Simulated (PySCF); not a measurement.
## Assigning NMR signals

Geometry:
```
atom   x (Å)   y (Å)   z (Å)
  C1   1.732   1.540   0.712
  N2   1.653   0.542  -0.035
 Si3   1.530  -1.152   0.209
 Si4  -0.654  -1.613  -0.411
  C5  -1.565  -0.017  -0.855
  C6  -1.792   0.971   0.017
  C7  -1.385   0.886   1.360
  N8  -1.044   0.827   2.455
  H9   1.730   2.535   0.271
 H10   1.804   1.502   1.801
 H11   2.536  -1.644  -0.735
 H12   1.851  -1.682   1.543
 H13  -0.777  -2.469  -1.599
 H14  -1.445  -2.252   0.649
 H15  -1.890   0.138  -1.876
 H16  -2.290   1.896  -0.250
```

PySCF 2.14.0 with density-fitted response routines calculation with coordinates at the GFN2-xTB level and σ from GIAO-PBE0/pcSseg-1; one averaged value for each set of equivalent atoms, no relativistic terms, one computed conformer, no solvent.

References, each an isolated molecule treated in the same way: ¹³C (σ = 186.93 ppm) and ¹H (σ = 31.72 ppm) vs TMS.

**Question.** Assign these signals to the numbered atoms. ¹³C{¹H} NMR (computed): δ 177.5 (CH2), 163.4 (CH), 124.9 (CH), 124.3 (C).

**Answer.** 
```tsv
δ (ppm)	atoms	environment	reason
177.5	C1	C=N carbon	–
163.4	C5	alkene CH	as expected for a trigonal carbon in a double bond
124.9	C6	alkene CH	–
124.3	C7	nitrile carbon	typical of a nitrile
```

C6 and C7 lie closer than the usual error of such a calculation, so a measured spectrum could show them in the other order.

**Question.** Assign these signals to the numbered atoms. ¹H NMR (300 MHz, computed): δ 8.82 (m, 1H), 8.80 (m, 1H), 7.50 (m, 1H), 6.29 (d, 1H), 5.41 (t, 2H), 4.27 (m, 2H).

**Answer.** 
| δ (ppm) | atoms | environment | reason |
| --- | --- | --- | --- |
| 8.82 | H9 | hydrogen on a C=N carbon | – |
| 8.80 | H10 | hydrogen on a C=N carbon | – |
| 7.50 | H15 | hydrogen on an alkene CH | a vinylic proton, deshielded by the sp2 carbon and the C=C anisotropy |
| 6.29 | H16 | hydrogen on an alkene CH | – |
| 5.41 | H11/H12 | hydrogen on a silicon bonded to N, Si | – |
| 4.27 | H13/H14 | hydrogen on a silicon bonded to C, Si | – |

H9 and H10 lie closer than the usual error of such a calculation, so a measured spectrum could show them in the other order.

Shifts are as computed. Against solution values, carbons near 30 ppm lie about +3 ppm off and those near 130 ppm about +5 ppm. Of 1309 compounds with measured shifts, 239 miss one by over three times the rms of a fit or turn the order of signals round; such compounds aren't used in these exercises. No couplings were computed; multiplicities are counted from neighbouring protons, with m where these are inequivalent, close in shift, in a saturated or five-membered ring or joined by F or P, and br s for small geminal =CH2 splittings.
